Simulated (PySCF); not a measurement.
# Te²⁺ (tellurium, charge +2) across methods

[Kr] 4d10 5s1 5p3, high-spin 5S determinant (an excited configuration). Calculation: PySCF 2.14, in aug-cc-pVTZ-PP with one added diffuse shell each of d, f type with ECP28MDF (6s5p5d3f, 67 functions); a scalar-relativistic core potential.

```
   method  E (hartree)  mean ε 4d β (eV)  mean ε 5s α (eV)  mean ε 5p α (eV)  Σ⟨r²⟩ (bohr²)   ⟨S²⟩
      PBE    -266.6696           -61.325           -34.882           -24.200          38.96  6.001
   r2SCAN    -266.8085           -62.203           -35.818           -24.702          38.78  6.003
     BLYP    -266.6213           -61.193           -34.531           -23.839          38.99  6.001
BHandHLYP    -266.6485           -67.665           -38.905           -26.523          38.96  6.001
      LDA    -266.2544           -61.331           -35.052           -24.278          38.99  6.001
  r2SCAN0    -266.7909           -65.184           -37.759           -25.899          38.80  6.002
      UHF   -265.85033           -72.996           -42.826           -28.944          39.23  6.003
     PBE0    -266.7063           -64.558           -37.086           -25.553          38.92  6.001
      M06    -266.7303           -64.866           -36.447           -25.218          39.03  6.001
```

Energies and moments cover only the electrons outside the core potential.
